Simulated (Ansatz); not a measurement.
CH5GaO2Si (`O[SiH2][CH]1[O][GaH]1`). Total charge 0; spin multiplicity 1. The structure was optimised at the PBE0-D4/def2-TZVP level. It is one conformer, not always the lowest.

```xyz
10

O    -0.698    0.433   -1.114
Si    0.834    0.779   -0.381
C     0.682   -0.481    0.932
O    -0.538   -0.226    1.670
Ga   -0.932   -1.271    0.185
H    -1.332    1.156   -1.155
H     1.882    0.534   -1.403
H     0.750    2.226   -0.043
H     1.482   -0.991    1.463
H    -2.131   -2.160   -0.154
```

(1) What is the dipole moment at ωB97M-V/def2-TZVPP? (Best estimate.)

(2) And with PBE, r2SCAN, B3LYP? (An estimate is asked.)

(3) Give the Mulliken charges with ωB97M-V, r2SCAN, B3LYP in def2-TZVPP. (Estimate.)

Answers

(1) Computed: 2.61 D, with components (-0.56, 0.20, -2.55) D in this frame, pointing from negative to positive charge.

(2) Ansatz gave: PBE 2.23 D, r2SCAN 2.37 D, B3LYP 2.46 D.

(3) The calculation gave: 
```tsv
atom	ωB97M-V	r2SCAN	B3LYP
O1	-0.35	-0.37	-0.36
Si2	0.35	0.45	0.42
C3	-0.12	-0.06	-0.04
O4	-0.47	-0.47	-0.48
Ga5	0.28	0.29	0.27
H6	0.19	0.21	0.19
H7	-0.04	-0.09	-0.09
H8	-0.03	-0.08	-0.08
H9	0.12	0.08	0.11
H10	0.09	0.04	0.05
```

B3LYP here is the variant with VWN-RPA as its local correlation; programs differ in this.
